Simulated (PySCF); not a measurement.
## Orbital picture of SrAl⁺

BLYP at R = 3.643 Å; Sr def2-SVP with ECP28, Al def2-SVP; scalar-relativistic core potentials (PySCF 2.14). State: ¹Σ⁺ (singlet), closed shell. Only the outer orbitals are listed, counted within each symmetry, core potentials removing the inner ones.

| orbital | occ. | ε (eV) | on Sr (%) | main shells (%) |
| --- | --- | --- | --- | --- |
| 4σ | 2 | -46.20 | 100 | 100 Sr s |
| 2π | 2 | -27.82 | 100 | 100 Sr p |
| 2π | 2 | -27.82 | 100 | 100 Sr p |
| 5σ | 2 | -27.68 | 100 | 100 Sr p |
| 6σ | 2 | -11.95 | 5 | 94 Al s |
| 7σ | 2 | -7.82 | 62 | 60 Sr s, 34 Al p |
| 3π | 0 | -6.80 | 21 | 79 Al p, 16 Sr d |
| 3π | 0 | -6.80 | 21 | 79 Al p, 16 Sr d |
| 8σ | 0 | -6.54 | 63 | 37 Al p, 34 Sr s, 22 Sr d |

Task: Which are the highest filled and the lowest empty level, where do they sit, and how wide is the gap?

Result: Highest filled 7σ at -7.82 eV (in %: 60 Sr s, 34 Al p); lowest empty 3π at -6.80 eV (in %: 79 Al p, 16 Sr d); the gap at BLYP is 1.02 eV.

* bond order (Mayer): 1.00
* ⟨S²⟩: 0.000
* charge on Sr (Mulliken, basis-dependent): 0.66
* charge on Sr (Löwdin, basis-dependent): 0.52
* dipole moment (positive dipole points towards Al; it is taken about the centre of mass and depends on that origin): 0.58 D

Closed-shell solutions of metal pairs were not tested for spin polarisation, which can lower them a little.
